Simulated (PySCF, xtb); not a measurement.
CH₂NO, SMILES [NH]C=O, multiplicity 2.

Coordinates come from a PBE0-D3(BJ)/def2-TZVP optimisation. The geometry has at least one imaginary mode, so it is a saddle point at that level. The isomer is the one that the SMILES or the coordinates give; other isomers of the formula were not compared. The values are those of a single conformer.

Level of theory: PySCF with C-PCM-PBE0/def2-SVP.

The values are the electrostatic part of the solvation free energy, E(continuum) − E(gas) at the gas-phase geometry, in a cavity of scaled van der Waals radii (PySCF's table); cavitation and dispersion terms are not included. The dipole moment in vacuum is 0.66 D.

Computed values in water (ε = 78.36), chloroform (ε = 4.71), acetonitrile (ε = 35.69):
| solvent | ε | ΔG(elec) (kcal/mol) | dipole (D) |
|---|---|---|---|
| water | 78.36 | -4.0 | 0.80 |
| chloroform | 4.71 | -3.1 | 0.76 |
| acetonitrile | 35.69 | -3.9 | 0.79 |

For comparison, GFN2-xTB/ALPB(water) (xtb, at the GFN2-xTB geometry, all terms of that model) gives -4.1 kcal/mol.
